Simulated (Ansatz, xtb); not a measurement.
**Two isomers of CH5AlNO**

Structure X: `C[O][Al][NH2]`, a doublet. Structure Y: `C[NH][Al][OH]`, a doublet. Both are isolated molecules in the gas phase, relaxed with B3LYP-D3(BJ)/6-311G**; the shapes shown needn't be the lowest conformers.

X (Å):

```xyz
9

C    -1.2860    0.6182    2.0064
Al   -0.9626   -2.2713    2.0239
N     0.2055   -3.4068    1.2992
O    -0.6852   -0.6128    1.6882
H    -2.1752    0.5056    2.6407
H    -1.5896    1.1367    1.0898
H    -0.5728    1.2592    2.5369
H     0.1823   -4.4101    1.4012
H     0.9874   -3.1205    0.7251
```

Y (Å):

```yaml
atoms:
  - { symbol: C, position_ang: [-2.1688, -0.8611, 1.0553] }
  - { symbol: Al, position_ang: [-1.1903, -1.4915, -1.6290] }
  - { symbol: N, position_ang: [-1.9677, -1.7998, -0.0455] }
  - { symbol: O, position_ang: [-0.5646, 0.0642, -2.0106] }
  - { symbol: H, position_ang: [-1.7622, 0.1168, 0.7832] }
  - { symbol: H, position_ang: [-3.2303, -0.7140, 1.2911] }
  - { symbol: H, position_ang: [-1.6586, -1.1776, 1.9737] }
  - { symbol: H, position_ang: [-2.3298, -2.7200, 0.1650] }
  - { symbol: H, position_ang: [-0.5790, 0.8359, -1.4421] }
```

Question: Which of the two would you expect CCSD(T)/def2-SVP + ΔMP2/def2-TZVPP electronic energies to favour?

Answer: Structure Y; the calculation gives E(Y) − E(X) = −13.1 kJ/mol.

Level by level:

```csv
level,geometry,E(Y) − E(X) (kJ/mol),departure from the last row (kJ/mol),"job, with rough time for the two"
B3LYP-D3(BJ)/6-311G**,B3LYP-D3(BJ)/6-311G**,−7.3,+5.7,"optimisation, 1.9 min"
HF/def2-SVP,B3LYP-D3(BJ)/6-311G**,−3.4,+9.7,part of the CCSD(T) run
MP2/def2-SVP,B3LYP-D3(BJ)/6-311G**,−12.6,+0.5,part of the CCSD(T) run
CCSD(T)/def2-SVP,B3LYP-D3(BJ)/6-311G**,−9.3,+3.8,single point
CCSD(T)/def2-SVP + ΔMP2/def2-TZVPP,B3LYP-D3(BJ)/6-311G**,−13.1,,"single point, 23 s"
```

As drawn, Y has 1 C–N, 1 O–H in place of 1 C–O, 1 N–H.

The levels shown agree on the order. The largest departure from CCSD(T)/def2-SVP + ΔMP2/def2-TZVPP is that of HF/def2-SVP, 9.7 kJ/mol. Levels run at GFN2-xTB geometries aren't shown. The last row adds to CCSD(T) the change of the MP2 difference between the two basis sets, here −3.8 kJ/mol.

With harmonic frequencies from B3LYP-D3(BJ)/6-311G** (ideal gas, rigid rotor, one conformer each, 298.15 K, 1 atm): on the last row, ΔE + ΔZPE = −12.5 kJ/mol. A mode under 50 cm⁻¹ makes harmonic enthalpies and free energies unreliable, so none is given.

Open shells are spin-unrestricted. The correlated steps freeze 8 core orbitals. Run with Ansatz 0.2.0; the last row on 2 threads of Arm Neoverse V2 on a shared host.
